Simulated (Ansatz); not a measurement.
The input (input.yaml):

```yaml
crystal:
  periodic: [false, false, false]
  atoms:
    - { symbol: Cl, position_ang: [0.9876, -0.3775, 0.491] }
    - { symbol: Ag, position_ang: [-0.9581, 0.3174, -0.487] }
basis:
  gaussian: { orbitals: def2-SVP }
hamiltonian:
  xc: pbe0
  dispersion: d4
relax:
  f_tol: 0.02
  max_steps: 40
```

Run as:

```bash
$ ansatz run input.yaml --threads 1 --pin off --max-ram 2048MiB --backend cpu --events-out ev --progress --plain --runs-dir out
```

Hardware: 1 thread of Arm Neoverse V2 (shared host).

Roughly how long does this run take, and how much memory?

5 s, with a peak of 0.097 GiB, for 3 ionic steps.
